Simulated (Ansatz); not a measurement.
Reaction (substitution at a C–Si bond): `CC[SiH2]I` + CH₃SH → `CCSC` + `[SiH3]I`

Computed with Ansatz on PBE0-D4/def2-TZVP structures; ΔE is electronic, products minus reactants. CCSD(T)/CBS adds triple-zeta CCSD(T) − MP2 to the extrapolated MP2 energy (def2 sets, frozen cores). This one scheme is used for every species. Functionals use def2-TZVPP. B3LYP here is the variant with VWN-RPA as its local correlation; programs differ in this. Elements past krypton have def2 core potentials. For I outer-core shells are correlated without core-valence functions, which leaves a few kJ/mol of doubt a bond. One conformer a species, not always the lowest.

Q: Is it downhill or uphill in electronic energy at CCSD(T)/CBS, and by how much? (Estimate.)

A: Computed: Uphill: ΔE = +39.7 kJ/mol.

Q: What do these levels give: B3LYP-D4, ωB97X-V, HF/def2-TZVPP, SCS-MP2/def2-TZVPP, CCSD(T)/def2-TZVPP, HF/CBS(def2)? (Estimate.)

A: Computed: B3LYP-D4 38.3, ωB97X-V 38.1, HF/def2-TZVPP 38.8, SCS-MP2/def2-TZVPP 38.9, CCSD(T)/def2-TZVPP 40.6, HF/CBS(def2) 38.5 kJ/mol.

Largest T1 diagnostic among the species: 0.009.
